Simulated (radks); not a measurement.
The numbers below are computed, except where a source is named.
The nuclear charge of neutral manganese is varied continuously with 25 electrons held in [Ar] 3d5 4s2. Code: a radial shooting solver on a logarithmic mesh with Libxc functionals. Model: scalar-relativistic Kohn-Sham, BLYP, spin-polarised, spherical densities, point nucleus; open shells are filled with parallel spins first. By the Hellmann-Feynman theorem dE/dZ = E(electron-nucleus)/Z, the electronic potential at the nucleus. The scalar-relativistic energy here is not variational (the density holds large components alone), so the two differ by a part that grows with Z.

Z = 24.8: E (hartree) -1136.76859; E(electron-nucleus)/Z (hartree) -109.478; HOMO 4s; e(HOMO) (eV) -3.044; <r> HOMO (bohr) 3.435
Z = 25: E (hartree) -1158.79903; E(electron-nucleus)/Z (hartree) -110.659; HOMO 4s; e(HOMO) (eV) -4.489; <r> HOMO (bohr) 3.249
Z = 25.2: E (hartree) -1181.06573; E(electron-nucleus)/Z (hartree) -111.836; HOMO 4s; e(HOMO) (eV) -6.055; <r> HOMO (bohr) 3.092
Z = 25.4: E (hartree) -1203.56820; E(electron-nucleus)/Z (hartree) -113.011; HOMO 4s; e(HOMO) (eV) -7.736; <r> HOMO (bohr) 2.957
Z = 25.6: E (hartree) -1226.30605; E(electron-nucleus)/Z (hartree) -114.185; HOMO 4s; e(HOMO) (eV) -9.524; <r> HOMO (bohr) 2.838
Z = 25.8: E (hartree) -1249.27897; E(electron-nucleus)/Z (hartree) -115.357; HOMO 4s; e(HOMO) (eV) -11.414; <r> HOMO (bohr) 2.733
Z = 26: E (hartree) -1272.48671; E(electron-nucleus)/Z (hartree) -116.528; HOMO 4s; e(HOMO) (eV) -13.404; <r> HOMO (bohr) 2.638

The central difference of E at Z = 25 is -110.743 hartree, to compare with the third column; the second derivative is -5.91 hartree.
